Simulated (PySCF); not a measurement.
**Working out the ionisation energy of Ca⁺**

Ca⁺ [Ar] 4s1 (2S) → Ca²⁺ [Ar] (1S). Computed with PySCF 2.14 in x2c-QZVPPall with one added diffuse shell each of s, p, d, f type (12s8p5d4f, 89 functions), with the spin-free X2C one-electron Hamiltonian (Gaussian nucleus). Frozen: [Ne]. Energies in hartree (1 hartree = 27.21139 eV):

| part | Ca⁺ (lower) | Ca²⁺ (upper) |
| --- | --- | --- |
| UHF | -679.447618 | -679.030240 |
| CCSD correlation | -0.232465 | -0.215822 |
| (T) | -0.006566 | -0.005455 |

Q: What does Hartree-Fock give?

A: (-679.030240) − (-679.447618) = 0.417378 hartree = 11.357 eV.

Q: What do CCSD and CCSD(T) give?

A: The CCSD correlation energies differ by 0.016643 hartree = 0.453 eV and the triples by 0.001111 hartree = 0.030 eV, so CCSD gives 11.810 eV and CCSD(T) 11.840 eV.

Measured between the centres of the two terms (NIST): 11.872 eV, so CCSD(T) (valence and next inner shell) is off by -0.032 eV.

What remains against the reference includes basis incompleteness, the frozen core and higher excitations.
